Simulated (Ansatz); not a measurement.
Ru₂Pt: single points at one geometry.

```yaml
crystal:
  periodic: [false, false, false]
  atoms:
    - {symbol: Pt, position_ang: [0.967225, -0.805937, 0.808128]}
    - {symbol: Ru, position_ang: [-1.333615, -0.056169, 0.123794]}
    - {symbol: Ru, position_ang: [0.366390, 0.862118, -0.931920]}
basis:
  gaussian: {orbitals: def2-TZVP, initial_orbitals: start.molden}
magnetization: {spin_polarized: true, initial_magnetization: 2}
hamiltonian: {xc: {name: wB97M-V}}
scf: {omitted_lower_state_checks: [starts]}
output: {orbitals: {seedname: orbitals}}
```

The file start.molden holds the orbitals of an earlier run on this structure, at another level or in another basis.

```sh
$ ansatz run in.yaml --threads 4 --pin off --events-out ev --progress --plain --max-ram 3916MiB
```

Shortened log:

```
Functional definition: wB97M-V
1126 factors; their error is unknown
239 factors; integrals over basis functions are off by at most 1.8e-5 eV
mean field evaluation 1: about -8401.3584 eV, gradient 4.2e0 eV
mean field evaluation 2: about -8401.4847 eV, gradient 2.5e-1 eV
mean field evaluation 4: about -8401.5213 eV, gradient 8.4e-2 eV
mean field evaluation 8: about -8401.5220 eV, gradient 2.8e-2 eV
mean field evaluation 16: about -8401.5221 eV, gradient 1.4e-5 eV
mean field -8401.52205372 eV, -308.7502407181 hartree, gradient 9.2e-6 eV, S^2 3.174610; 0 other end points of the search recorded, 0 dependent functions left out
reference -8401.52210068 eV, -308.7502424437 hartree; 26, 24 occupied and 94, 96 virtual orbitals, 1126 factors
Total energy: -8401.52210068 eV, -308.7502424437 hartree
Checks for a lower state left out: starts
```

Hardware: 4 threads of Arm Neoverse V2 on a shared host. Wall time 68 s, peak host memory 0.82 GiB.

The first input with `hamiltonian: {xc: {name: B3LYP}, dispersion: d4}` (abridged; 23 s):

```
Functional definition: B3LYP
mean field evaluation 16: about -8412.9467 eV, gradient 1.7e-2 eV
mean field -8412.94669141 eV, -309.1700884091 hartree, gradient 9.3e-6 eV, S^2 3.089335
Total energy: -8413.18374704 eV, -309.1788000428 hartree
Checks for a lower state left out: starts
```

Geometry: PBE0-D4/def2-TZVP.

In the def2 sets Pt, Ru take a core potential; there is no spin–orbit coupling. B3LYP takes the VWN-RPA correlation. At ωB97M-V/def2-TZVP, B3LYP-D4/def2-TZVP the charge 0 triplet is spin-contaminated (final ⟨S²⟩ up to 3.17, 2.00 for a pure state). The geometry of the triplet was relaxed on an unsound state (⟨S²⟩ 3.19, where a pure state has 2.00). At PBE0-D4/def2-TZVP a quintet of charge 0 lies 0.39 eV below the triplet, each at its own geometry. The structure comes from a short search, and lower isomers may exist.
